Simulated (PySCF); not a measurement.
CH₁₀N₂Si₂.
SMILES: `NC[SiH2]N[SiH3]`

A linear-response calculation (PySCF, def2-SVPD basis, gas phase, vertical, core orbitals frozen in the response) gave these numbers; the functional is withheld.

Orbital energies (eV): HOMO-3 -9.23, HOMO-2 -8.97, HOMO-1 -7.39, HOMO -7.05, LUMO 0.20, LUMO+1 0.47, LUMO+2 1.08.

| state | E (eV) | f | main configurations (H = HOMO, L = LUMO) |
| --- | --- | --- | --- |
| S1 | 5.97 | 0.010 | H→L (92%) |
| S2 | 6.18 | 0.0023 | H→L+1 (49%), H-1→L (40%) |
| S3 | 6.53 | 0.040 | H→L+1 (47%), H-1→L (42%) |
| S4 | 6.69 | 0.0092 | H-1→L+1 (79%), H-1→L (9%) |
| S5 | 7.09 | 0.012 | H→L+2 (30%), H→L+4 (26%), H→L+3 (24%) |
| S6 | 7.12 | 0.029 | H→L+2 (59%), H→L+3 (21%), H→L+4 (8%) |

Triplets (Tamm–Dancoff): T1 5.67 eV, H→L (85%); T2 5.90 eV, H-1→L (43%), H→L+1 (36%), H-1→L+1 (9%); T3 6.34 eV, H→L+1 (52%), H-1→L (34%); T4 6.51 eV, H-1→L+1 (70%).

Vertical ionisation energy by ΔSCF with the same functional: 8.81 eV. Mean static polarisability: 85.2 au.

Question: Which of these was used?
A. PBE0
B. PBE
C. HF
D. wB97X-D

Answer: A. PBE0 is a global hybrid with 25% exact exchange. In this run −ε(HOMO) = 7.05 eV differs from the ΔSCF value by -1.76 eV, and S1 differs from the orbital gap of 7.25 eV by -1.28 eV. The ratio −ε(HOMO)/IP is 0.80. Usual ranges for neutral molecules in this basis: 0.7 to 0.83 with PBE0, 0.5 to 0.7 with PBE, 0.89 to 0.99 with wB97X-D; Hartree–Fock can't fall below 1, since the ion's relaxation only lowers the ΔSCF value. The other options: PBE, a GGA without exact exchange; HF, time-dependent Hartree–Fock, 100% exact exchange; wB97X-D, range-separated, 22% exact exchange at short range and 100% at long range (ω = 0.2 bohr⁻¹).

Method: PySCF 2.14.0, density-fitted response routines, TDDFT PBE0/def2-SVPD, vertical, gas phase, core orbitals frozen in the response. Isolated species at its PBE0-D3(BJ)/def2-SVP geometry (one conformer only).

The values belong to the conformer `[NH2:1][CH2:2][SiH2:3][NH:4][SiH3:5]`: N1–C2–Si3–N4 -43°, C2–Si3–N4–Si5 -170°, H–N1–C2–Si3 -73°, H–N1–C2–Si3 169°.

Without π bonds the low states are Rydberg-like; a valence basis with one diffuse set may place them up to an eV too high.
